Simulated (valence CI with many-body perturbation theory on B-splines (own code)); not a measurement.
Level structure of V⁹⁺

Method: configuration interaction combined with many-body perturbation theory (CI+MBPT): four valence electrons over a frozen Dirac-Fock core [Ne], radial functions for each j: 11 s, 11 p, 10 d, 8 f, 5 g, 2 h, with the one-electron correlation potential Σ1, the two-electron term Σ2, the three-electron term Σ3, Breit, model QED; selected CI, second order for the rest, scaled by the run's own slope (own B-spline code, finite nucleus).

No measured levels were compared; by estimate levels of excited configurations hold to 0.05 to 0.15 % of their energy, terms of the ground configuration to about 0.5 %. Among the levels kept, up to 630 cm⁻¹ of a level comes from second order outside the variational space, and about a tenth of that is noise between levels of different J, which matters for small intervals.

Levels 1 to 45 of 170, with energies above the lowest level, 3s²3p² ³P_0. "Leading %" is the weight of the configuration and term that name the level; weights of strongly mixed levels are sums over their largest components and can fall short. In the jj column 3d3/2^4 stands for four electrons in 3d with j = 3/2. Lifetimes count E1, E2, E3, M1 and M2 decay at the calculated energies, and are blank where another channel may lead or the interval is too uncertain; long ones can be off by a factor of two.

```tsv
No.	Configuration	Term	J	E (cm⁻¹)	Leading %	Lifetime	g	Leading jj
1	3s²3p²	³P	0	0	95			3s^2 3p1/2^2 (75 %)
2	3s²3p²	³P	1	4185	96	768 ms	1.501	3s^2 3p1/2 3p3/2 (96 %)
3	3s²3p²	³P	2	9435	93	529 ms	1.482	3s^2 3p1/2 3p3/2 (50 %)
4	3s²3p²	¹D	2	32652	93	34.6 ms	1.017	3s^2 3p3/2^2 (50 %)
5	3s²3p²	¹S	0	68040	93	4.18 ms		3s^2 3p3/2^2 (74 %)
6	3s3p³	⁵S°	2	161220	99	290 ns	1.999	3s 3p1/2 3p3/2^2 (54 %)
7	3s3p³	³D°	1	220960	86	980 ps	0.513	3s 3p1/2 3p3/2^2 (38 %)
8	3s3p³	³D°	2	221060	85	1.03 ns	1.175	3s 3p1/2 3p3/2^2 (57 %)
9	3s3p³	³D°	3	222080	88	1.11 ns	1.333	3s 3p1/2 3p3/2^2 (88 %)
10	3s3p³	³P°	0	254050	88	365 ps		3s 3p1/2 3p3/2^2 (88 %)
11	3s3p³	³P°	1	254260	87	370 ps	1.488	3s 3p1/2 3p3/2^2 (59 %)
12	3s3p³	³P°	2	254450	83	396 ps	1.483	3s 3p3/2^3 (48 %)
13	3s3p³	¹D°	2	279960	55	267 ps	1.010	3s 3p1/2 3p3/2^2 (42 %)
14	3s3p³	³S°	1	328370	81	23.3 ps	1.856	3s 3p1/2 3p3/2^2 (52 %)
15	3s²3p3d	³F°	2	338490	96	5.83 ns	0.667	3s^2 3p1/2 3d3/2 (74 %)
16	3s3p³	¹P°	1	341830	73	36.3 ps	1.143	3s 3p3/2^3 (48 %)
17	3s²3p3d	³F°	3	341900	97	9.63 ns	1.083	3s^2 3p1/2 3d5/2 (48 %)
18	3s²3p3d	³F°	4	346790	97		1.250	3s^2 3p3/2 3d5/2 (97 %)
19	3s²3p3d	³P°	2	385920	44	25.7 ps	1.258	3s^2 3p1/2 3d5/2 (58 %)
20	3s²3p3d	³P°	1	391140	75	27.3 ps	1.365	3s^2 3p1/2 3d3/2 (39 %)
21	3s²3p3d	³P°	2	392360	34	24.8 ps	1.209	3s^2 3p3/2 3d5/2 (50 %)
22	3s²3p3d	³P°	0	393490	87	28.9 ps		3s^2 3p3/2 3d3/2 (87 %)
23	3s²3p3d	³D°	1	399260	74	19.4 ps	0.636	3s^2 3p3/2 3d3/2 (60 %)
24	3s²3p3d	³D°	2	400820	77	19.5 ps	1.198	3s^2 3p3/2 3d3/2 (53 %)
25	3s²3p3d	³D°	3	401280	85	19.3 ps	1.332	3s^2 3p3/2 3d5/2 (57 %)
26	3s²3p3d	¹F°	3	440440	95	17.7 ps	1.001	3s^2 3p3/2 3d3/2 (39 %)
27	3s²3p3d	¹P°	1	451490	85	22.8 ps	0.998	3s^2 3p3/2 3d5/2 (57 %)
28	3p⁴	³P	2	471020	55	173 ps	1.468	3p1/2^2 3p3/2^2 (53 %)
29	3p⁴	³P	1	477150	58	169 ps	1.500	3p1/2 3p3/2^3 (58 %)
30	3p⁴	³P	0	479040	57	166 ps		3p3/2^4 (33 %)
31	3p⁴	¹D	2	486760	60	277 ps	1.031	3p1/2 3p3/2^3 (55 %)
32	3s3p²3d	⁵F	1	496250	99	48.5 ns	0.007	3s 3p1/2 3p3/2 3d3/2 (40 %)
33	3s3p²3d	⁵F	2	497370	98	59.4 ns	1.007	3s 3p1/2 3p3/2 3d3/2 (48 %)
34	3s3p²3d	⁵F	3	499120	97	89.4 ns	1.255	3s 3p1/2 3p3/2 3d3/2 (43 %)
35	3s3p²3d	⁵F	4	501560	97	274 ns	1.353	3s 3p1/2 3p3/2 3d5/2 (59 %)
36	3s3p²3d	⁵F	5	504710	99	346 ns	1.400	3s 3p3/2^2 3d5/2 (61 %)
37	3s3p²3d	⁵D	0	512930	99	11.0 ns		3s 3p1/2 3p3/2 3d3/2 (81 %)
38	3s3p²3d	⁵D	1	513240	98	7.64 ns	1.494	3s 3p1/2 3p3/2 3d3/2 (60 %)
39	3s3p²3d	⁵D	2	513840	97	5.23 ns	1.492	3s 3p1/2 3p3/2 3d3/2 (33 %)
40	3s3p²3d	⁵D	3	514760	95	4.77 ns	1.490	3s 3p3/2^2 3d3/2 (24 %)
41	3s3p²3d	⁵D	4	516120	94	78.6 ns	1.490	3s 3p1/2 3p3/2 3d5/2 (55 %)
42	3s3p²3d	³F	2	531490	92	2.30 ns	0.669	3s 3p1/2 3p3/2 3d3/2 (39 %)
43	3s3p²3d	³F	3	533660	91	2.46 ns	1.089	3s 3p1/2 3p3/2 3d3/2 (32 %)
44	3s3p²3d	³F	4	536850	89	2.94 ns	1.258	3s 3p3/2^2 3d5/2 (59 %)
45	3p⁴	¹S	0	550000	62	161 ps		3p1/2^2 3p3/2^2 (40 %)
```

Names give the largest LS component (configuration and term), which can be under half, so a name can repeat, a term be missing and a line seem to break the LS rules; names also repeat where a configuration has a term twice.

The ionisation energy to 3s²3p ²P°1/2 of the next ion comes out as 229.54 eV (NIST: 230.5 ± 0.5 eV (semi-empirical)). All 170 levels together are meant to be complete up to 937070 cm⁻¹.
